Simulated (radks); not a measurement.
Results of a calculation; reference values are marked as such.
Sc XII, configuration 1s1 2s2 2p6 3s1 (not the ground configuration). Code: a radial shooting solver on a logarithmic mesh with Libxc functionals. Model: non-relativistic Kohn-Sham, BLYP, spin-polarised, spherical densities, point nucleus; open shells are filled with parallel spins first.

Normalised radial functions P(r) = r R(r), r in bohr:

```
   r/bohr * 2s down, o 2p up (the largest magnitude, 1.83, reaches the edge; | marks zero, & curves that meet)
 0.003336                             o  *
 0.004668                             o   *
 0.006531                             o    *
  0.00914                             o     *
  0.01279                             |o      *
   0.0179                             |o        *
  0.02504                             | o         *
  0.03505                             |   o        *
  0.04904                             |      o    *
  0.06862                             |        * o
   0.0968                             |*               o
   0.1355                  *          |                     o
   0.1895       *                     |                         o
   0.2652  *                          |                         o
   0.3712     *                       |                   o
   0.5194               *             |          o
   0.7268                        *    |   o
    1.017                            *|o
    1.423                             &
    1.991                             &
    2.787                             &
```

2s down: eigenvalue -779.52 eV, 1 radial node at r = 0.0988 bohr, <r> = 0.331 bohr, 90 % of the charge inside 0.511 bohr. 2p up: eigenvalue -716.16 eV, 0 radial nodes, <r> = 0.286 bohr, 90 % of the charge inside 0.469 bohr.
